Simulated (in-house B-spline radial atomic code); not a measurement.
Ar⁷⁺. Computed with a B-spline radial atomic code. Model: all-electron spherical atom, spin shells full or empty, radial basis limit, no spin-orbit coupling: exact exchange with a local potential (Slater, KLI or optimised effective potential, whose far tail is KLI's), no correlation.

Empty minority-spin level lies below the highest occupied level: each spin potential is zero at infinity, spin occupations fixed.

Exchange potential has not reached -1/r at the last radius.

The run also made RPA and GW results, which its time includes.

The Slater potential averages the orbital exchange potentials with the orbital densities as weights, KLI adds orbital constants, and the optimised effective potential minimises the exact-exchange energy among local potentials. So their energies lie above Hartree-Fock in the order OEP, KLI, Slater. All fall off as −1/r, unlike LDA and GGA exchange.

Command:
```bash
python run_gw.py task.json out
```
Settings (lengths in bohr, energies in hartree):
```
Z                      18
electrons              11
configuration          [Ne] 3s1
hamiltonian            nr
method                 slater
lmax                   9
spin_polarised         True
box_radius             8.41
intervals              65
ion_configuration      [He] 2s2 2p6
```

Cost of the run: 4.2 s on 1 thread of Arm Neoverse N1, on a shared host.

Given: hamiltonian non-relativistic; mean-field start Slater potential.

Computed: energy above Hartree-Fock 61.064 millihartree; virial ratio -E/T less 1 -0.014833.

| radius (bohr) | r times exchange potential up (hartree bohr) | r times exchange potential down (hartree bohr) |
| --- | --- | --- |
| 0.00278 | -0.050732 | -0.050419 |
| 0.00335 | -0.061088 | -0.060711 |
| 0.00403 | -0.073414 | -0.072962 |
| 0.00486 | -0.088409 | -0.087865 |
| 0.00585 | -0.1062 | -0.10555 |
| 0.00705 | -0.12762 | -0.12684 |
| 0.00849 | -0.15306 | -0.15213 |
| 0.0102 | -0.18287 | -0.18177 |
| 0.0123 | -0.2188 | -0.2175 |
| 0.0148 | -0.26048 | -0.25894 |
| 0.0179 | -0.31032 | -0.30853 |
| 0.0215 | -0.36549 | -0.36343 |
| 0.026 | -0.43011 | -0.42777 |
| 0.0313 | -0.49983 | -0.49724 |
| 0.0377 | -0.57487 | -0.57208 |
| 0.0454 | -0.65235 | -0.64944 |
| 0.0547 | -0.72855 | -0.72566 |
| 0.0659 | -0.7976 | -0.79492 |
| 0.0793 | -0.85154 | -0.84933 |
| 0.0956 | -0.88151 | -0.88018 |
| 0.115 | ? | ? |
| 0.139 | -0.86157 | -0.86106 |
| 0.167 | -0.87491 | -0.87007 |
| 0.201 | -0.95363 | -0.94203 |
| 0.243 | -1.0834 | -1.0665 |
| 0.292 | ? | ? |
| 0.352 | -1.3315 | -1.3146 |
| 0.424 | -1.3988 | -1.3866 |
| 0.511 | -1.4049 | -1.4075 |
| 0.615 | -1.3235 | -1.3843 |
| 0.741 | -1.1242 | -1.3341 |
| 0.893 | -0.94944 | -1.275 |
| 1.08 | -0.92765 | -1.2183 |
| 1.3 | -0.96062 | -1.1709 |
| 1.56 | -0.98581 | -1.1323 |
| 1.88 | -0.99678 | -1.0998 |
| 2.27 | -0.99962 | -1.073 |

Q: What belongs in the row 0.115?

A: r times exchange potential up (hartree bohr): -0.88012; r times exchange potential down (hartree bohr): -0.87992.

Q: What belongs in the row 0.292?

A: r times exchange potential up (hartree bohr): -1.218; r times exchange potential down (hartree bohr): -1.1995.

```json
{"occupied": "1s up", "level (hartree)": "-122.74", "Hartree-Fock level (hartree)": "-123.98"}
{"occupied": "1s down", "level (hartree)": "-122.7", "Hartree-Fock level (hartree)": "-123.94"}
{"occupied": "2s up", "level (hartree)": "?", "Hartree-Fock level (hartree)": "?"}
{"occupied": "2s down", "level (hartree)": "-17.097", "Hartree-Fock level (hartree)": "-17.322"}
{"occupied": "2p up", "level (hartree)": "-14.794", "Hartree-Fock level (hartree)": "-14.645"}
{"occupied": "2p down", "level (hartree)": "-14.785", "Hartree-Fock level (hartree)": "-14.615"}
{"occupied": "3s up", "level (hartree)": "-5.3993", "Hartree-Fock level (hartree)": "-5.2367"}
```

Q: What belongs in the row 2s up?

A: level (hartree): -17.098; Hartree-Fock level (hartree): -17.394.

| empty | level (hartree) |
| --- | --- |
| 3s down | -5.5975 |
| 3p down | -4.9791 |
| 3p up | -4.7876 |
| 3d down | ? |
| 3d up | -3.9289 |
| 4s down | -2.7552 |
| 4s up | -2.6956 |
| 4p down | ? |
| 4p up | -2.469 |
| 4d down | -2.2137 |
| 4d up | -2.1632 |

Q: What belongs in the row 3d down?

A: level (hartree): -4.1175.

Q: What belongs in the row 4p down?

A: level (hartree): -2.5256.

The highest level, 3s up, differs from Hartree-Fock by -4.4 eV and the deepest, 1s up, by +33.8 eV: the Slater potential lacks the response part and is deeper than the optimised one throughout, so the top level comes too deep.
